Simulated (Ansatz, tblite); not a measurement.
Forces on the cluster Al5Ru2⁻ at its PBE-D4/def2-SVPD geometry. The state is a singlet with charge -1.

In the def2 sets Ru takes a core potential; there is no spin–orbit coupling. The xTB rows come from tblite. The restricted singlet is unstable towards broken spin symmetry in Hartree–Fock (as tested in another run); at PBE-D4/def2-TZVPD this wasn't settled. Another isomer (singlet) lies 0.51 eV lower at PBE0-D4/def2-TZVPD; other spin states weren't run for this one.

GFN1-xTB (tblite), largest force 2.13 eV/Å:

```xyz
7
positions Å, forces eV/Å
Ru   -1.404   -0.532   -0.308   -0.471   -1.970    0.661
Ru    0.750   -1.074    0.797   -1.020   -1.832    0.380
Al   -0.501    1.021    1.476    0.068    1.626    0.666
Al   -2.022    1.694   -0.901    0.007    0.900    0.047
Al    2.366    0.591    1.348    0.303    0.828    0.198
Al    0.144   -2.237   -1.376    0.375   -0.285   -0.872
Al    0.667    0.538   -1.036    0.738    0.733   -1.079
```

GFN2-xTB (tblite), largest force 1.29 eV/Å:

```
Ru 0.029 -0.220 -0.290
Ru 0.125 -0.242 -0.238
Al 0.233 -0.520 -0.708
Al 0.128 -0.215 0.134
Al -0.248 -0.119 -0.059
Al -0.388 0.623 1.059
Al 0.121 0.693 0.102
```

PBE-D4/def2-TZVPD (Ansatz), largest force 0.26 eV/Å:

```
Ru 0.207 0.127 -0.006
Ru -0.053 0.191 -0.140
Al 0.045 -0.114 -0.142
Al 0.059 -0.110 0.049
Al -0.110 -0.067 -0.036
Al -0.021 0.120 0.100
Al -0.127 -0.146 0.174
```
